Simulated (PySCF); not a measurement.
V²⁺: interval between two levels

V²⁺ [Ar] 3d3 [4F9/2, M_J = 9/2] → V²⁺ [Ar] 3d2 4p1 [4G11/2, M_J = 11/2], as a difference of total energies. Calculation: PySCF 2.14, in x2c-TZVPall-2c; the two-component X2C-1e Hamiltonian. Correlated levels: [Ne] frozen; the 6 highest virtual spinors dropped. "Screened" scales the spin-orbit matrix elements by Boettger's factors to mimic the two-electron term; Breit and QED terms are absent.

```csv
method,interval between two levels (cm⁻¹)
GHF (spin-free),81133
GMP2 (spin-free),83343
GHF (screened spin-orbit),81406
GMP2 (screened spin-orbit),83634
```

The labels give the starting determinants; with spin-orbit coupling the two ends relaxed to ⟨J²⟩ = 24.75, ⟨L²⟩ = 12.01, ⟨S²⟩ = 3.75 and ⟨J²⟩ = 35.75, ⟨L²⟩ = 20.01, ⟨S²⟩ = 3.75.
